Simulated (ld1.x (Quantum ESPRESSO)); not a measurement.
Cutoff test, manganese (Mn), RRKJ

```
Element                 : Mn (Z = 25)
Generator               : ld1.x (Quantum ESPRESSO) 7.5
Type                    : norm-conserving RRKJ (Kleinman–Bylander form)
Functional              : LDA (PZ)
Relativity              : scalar-relativistic
Frozen core             : [Ar]
Valence charge          : 7
Reference configuration : 3d5 4s2 4p0
Partial waves           : 4s (bound): rc 2.25 bohr; 4p (bound, empty): rc 3.65 bohr; 3d (bound): rc 1.20 bohr
Local potential         : all-electron potential smoothed inside 2.20 bohr (lloc = -1)
Core correction         : none
rho0                    : 0.001
```

The pseudo-atom Hamiltonian at the reference potential is diagonalised in spherical Bessel functions j_l(qr) that vanish at 20 bohr, with q² up to the cutoff. All-electron valence levels (Ry): 4s -0.3888, 4p -0.1084, 3d -0.5150.

Task: How do the lowest levels (Ry) of each channel move with the cutoff, and are there ghosts?

Result:

| cutoff (Ry) | s #1 | p #1 | p #2 | d #1 | d #2 | f #1 | f #2 | Σ f·Δε (mRy) |
| --- | --- | --- | --- | --- | --- | --- | --- | --- |
| 8 | -0.3861 | -0.1082 | 0.0476 | 0.0560 | 0.1291 | 0.1114 | 0.2355 | 2860.8 |
| 18 | -0.3878 | -0.1084 | 0.0475 | 0.0552 | 0.1260 | 0.1114 | 0.2355 | 2853.4 |
| 40 | -0.3888 | -0.1084 | 0.0475 | 0.0477 | 0.1037 | 0.1114 | 0.2355 | 2813.8 |
| 60 | -0.3888 | -0.1084 | 0.0475 | -0.2093 | 0.0627 | 0.1114 | 0.2355 | 1529.0 |
| 110 | -0.3888 | -0.1084 | 0.0475 | -0.5132 | 0.0605 | 0.1114 | 0.2355 | 9.4 |
| 180 | -0.3888 | -0.1084 | 0.0475 | -0.5151 | 0.0604 | 0.1114 | 0.2355 | 0.1 |
| 400 | -0.3888 | -0.1084 | 0.0475 | -0.5151 | 0.0604 | 0.1114 | 0.2355 | 0.0 |

Result: no extra level below or beside the all-electron valence levels (s, p, d, f tested); 10 mRy is reached at 110 Ry and 1 mRy at 140 Ry.

Its largest configuration-test error is -510 meV.
